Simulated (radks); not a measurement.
All-electron atom: Sr+ in [Kr] 6s1 (not the ground configuration). Method: scalar-relativistic Kohn-Sham, MS2 meta-GGA, spin-polarised, spherical densities, finite nucleus; open shells are filled with parallel spins first (spin-orbit coupling, left out, can overturn this in heavy ions); meta-GGA in the generalised Kohn-Sham scheme; Fermi nuclear charge, rms radius 4.224 fm; computed with a radial shooting solver on a logarithmic mesh with Libxc functionals.

Normalised radial functions P(r) = r R(r), r in bohr:

```
   r/bohr * 6s up (the largest magnitude, 0.439, reaches the edge; | marks zero)
 0.007324                             |*
  0.01174                             | *
  0.01867                             | *
  0.02994                             | *
  0.04762                             *
  0.07634                           * |
   0.1214                          *  |
   0.1946                             *
   0.3096                             |    *
   0.4963                             |  *
   0.7893                      *      |
    1.265                      *      |
    2.013                             |       *
    3.227                             |              *
    5.132                     *       |
    8.227  *                          |
    13.08                     *       |
    20.98                             *
```

6s up: eigenvalue -4.386 eV, 5 radial nodes at r = 0.0499, 0.201, 0.575, 1.60, 4.55 bohr, <r> = 7.99 bohr, 90 % of the charge inside 11.1 bohr.
